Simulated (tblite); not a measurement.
Species: C₅H₄F₄O₂.
Atom-mapped SMILES: `[O:1]=[C:2]([C@@H:3]1[O:4][CH2:5][C@H:6]1[F:7])[C:8]([F:9])([F:10])[F:11]` (hydrogens: H12 on C3; H13, H14 on C5; H15 on C6)

Computed with GFN2-xTB (tblite), gas phase: L-BFGS steps from a force-field or distance-geometry start until the largest atomic force falls under 0.01 eV/Å.

Step 47: E = -1081.8034 eV
```
atom  x, y, z in Å  |  force x, y, z in eV/Å
O1      1.5971   -0.2962    1.7562    0.001   0.012  -0.005
C2      1.0461   -0.4340    0.7060    0.008  -0.021  -0.034
C3     -0.4379   -0.3454    0.4813   -0.020  -0.022  -0.009
O4     -0.8977   -0.8972   -0.7431   -0.030  -0.014  -0.024
C5     -1.5713    0.3072   -1.1266    0.022   0.006  -0.009
C6     -0.9828    1.0472    0.0774   -0.006   0.012  -0.009
F7     -1.8796    1.5761    0.9463   -0.012   0.005   0.019
C8      1.8631   -0.6740   -0.6029    0.014  -0.010  -0.007
F9      1.6198    0.3118   -1.4859   -0.019  -0.006   0.014
F10     3.1709   -0.6702   -0.3575    0.019   0.035  -0.003
F11     1.5720   -1.8273   -1.1996    0.008  -0.021   0.032
H12    -0.9626   -0.7516    1.3547   -0.014  -0.017   0.029
H13    -2.6578    0.1899   -1.0907    0.038   0.027   0.025
H14    -1.2508    0.6603   -2.1067   -0.011   0.000  -0.018
H15    -0.2329    1.8113   -0.1364    0.001   0.013  -0.003
```

Step 48: E = -1081.8038 eV
```
atom  x, y, z in Å  |  force x, y, z in eV/Å
O1      1.5980   -0.2949    1.7546    0.004   0.016   0.019
C2      1.0446   -0.4335    0.7062    0.022  -0.031  -0.081
C3     -0.4396   -0.3460    0.4829   -0.003  -0.027   0.001
O4     -0.9012   -0.8998   -0.7397   -0.027  -0.001  -0.025
C5     -1.5681    0.3067   -1.1271    0.015   0.027  -0.003
C6     -0.9831    1.0469    0.0786    0.006   0.002  -0.006
F7     -1.8823    1.5736    0.9469   -0.005   0.007   0.005
C8      1.8609   -0.6739   -0.6044    0.014  -0.009  -0.008
F9      1.6129    0.3087   -1.4901   -0.016  -0.010   0.025
F10     3.1692   -0.6645   -0.3603    0.006   0.035  -0.006
F11     1.5735   -1.8297   -1.1986    0.007  -0.014   0.041
H12    -0.9615   -0.7519    1.3574   -0.028  -0.018   0.042
H13    -2.6550    0.1960   -1.0960    0.029   0.015   0.020
H14    -1.2407    0.6592   -2.1050   -0.012  -0.002  -0.028
H15    -0.2322    1.8112   -0.1330   -0.013   0.010   0.005
```

Question: Estimate the geometry and energy of step 49. (The exact step hangs on the optimiser's Hessian estimate; all steps are aligned on step 48, rigid shifts and turns removed.)

Answer: E = -1081.8044 eV, largest force 0.121 eV/Å
```
atom  x, y, z in Å  |  force x, y, z in eV/Å
O1      1.5990   -0.2927    1.7522    0.004   0.018   0.035
C2      1.0430   -0.4334    0.7056    0.029  -0.037  -0.111
C3     -0.4420   -0.3475    0.4853    0.016  -0.031   0.011
O4     -0.9067   -0.9034   -0.7351   -0.018   0.018  -0.018
C5     -1.5632    0.3068   -1.1280    0.003   0.047   0.005
C6     -0.9834    1.0466    0.0805    0.023  -0.017   0.003
F7     -1.8859    1.5705    0.9479    0.007   0.006  -0.018
C8      1.8580   -0.6738   -0.6066    0.012  -0.006  -0.006
F9      1.6023    0.3042   -1.4955   -0.010  -0.017   0.031
F10     3.1671   -0.6559   -0.3651   -0.011   0.034  -0.010
F11     1.5757   -1.8335   -1.1959    0.008  -0.007   0.045
H12    -0.9599   -0.7534    1.3620   -0.037  -0.011   0.041
H13    -2.6507    0.2047   -1.1037    0.011   0.003   0.011
H14    -1.2264    0.6576   -2.1032   -0.012  -0.004  -0.036
H15    -0.2313    1.8112   -0.1279   -0.028   0.004   0.017
```

The energy changes by -0.0006 eV. The first-order estimate −F·Δx gives -0.0008 eV and the mean of the old and new forces, exact on a quadratic surface, -0.0006 eV. The step makes an angle of 80° with the force vector and moves no atom by more than 0.014 Å.

What follows is the cost of the whole relaxation. Time: 0.55 s wall. Hardware: Arm Neoverse V1, one thread, shared host with 32 logical CPUs at a one-minute load of 34.
